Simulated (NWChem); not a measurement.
Species: CH6FNOSi; SMILES F[Si@@H](O)NC

```xyz
11

C      0.2376    -2.3471     0.0826
N     -0.0452    -1.0546    -0.4921
Si    -0.2733     0.4036     0.3454
O     -1.1963     1.3731    -0.6234
F      1.0875     1.2575     0.6338
H      0.0672    -2.3188     1.1702
H     -0.4238    -3.1316    -0.3234
H      1.2821    -2.6738    -0.0719
H     -0.0048    -1.0154    -1.5046
H     -0.8315     0.1175     1.6884
H     -1.0181     2.3160    -0.5600
```
Atoms are numbered in this order, from 1.

All runs: NWChem. Pople sets run with spherical d functions. Coordinates come from a PBE0/def2-SVP optimisation. Atomic charges in e: unrestrained fits to the electrostatic potential beside Mulliken populations; buried atoms are poorly determined by the fit.

Estimate the computed values for Hartree-Fock/6-31G*. Quantities: ESP C1; Mulliken C1; ESP N2; Mulliken N2; ESP Si3; Mulliken Si3; ESP O4; Mulliken O4; ESP F5; Mulliken F5; relative RMS misfit of the potential (%).


- ESP C1 = 0.19
- Mulliken C1 = -0.27
- ESP N2 = -0.73
- Mulliken N2 = -0.91
- ESP Si3 = 1.18
- Mulliken Si3 = 1.44
- ESP O4 = -0.84
- Mulliken O4 = -0.89
- ESP F5 = -0.43
- Mulliken F5 = -0.55
- relative RMS misfit of the potential (%) = 26
